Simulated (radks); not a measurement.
Initial-state core-level shifts of the chromium ion Cr2+ when its valence configuration changes from [Ar] 3d4. All-electron calculation, non-relativistic Kohn-Sham, TPSS, spin-unpolarised, spherical densities, point nucleus; meta-GGA in the generalised Kohn-Sham scheme. Program: a radial shooting solver on a logarithmic mesh with Libxc functionals. Shifts are changes of the shell-averaged eigenvalues in eV (positive: less bound); the change of the density at the nucleus, which sets a Mossbauer isomer shift, is in e/bohr^3, on a base of 9321.

valence,2s,2p,3s,3p,density at nucleus
3d3 4p1,-9.353,-9.265,-8.020,-7.760,+1.8191
3d3.5 4p0.5,-4.485,-4.444,-3.906,-3.782,+0.8225
3d3 4s1,-8.187,-8.100,-6.827,-6.578,+8.0196
3d2 4s1 4p1,-18.893,-18.707,-15.506,-14.961,+11.2775
3d2 4p2,-20.015,-19.825,-16.623,-16.063,+4.3091
3d2.5 4s1 4p0.5,-13.393,-13.258,-11.114,-10.720,+9.5570
3d2 4s1.5 4p0.5,-18.328,-18.144,-14.943,-14.404,+14.7477
3d3.5 4s0.5,-3.895,-3.853,-3.297,-3.178,+3.7359
3d2 4s2,-17.759,-17.576,-14.375,-13.842,+18.1906
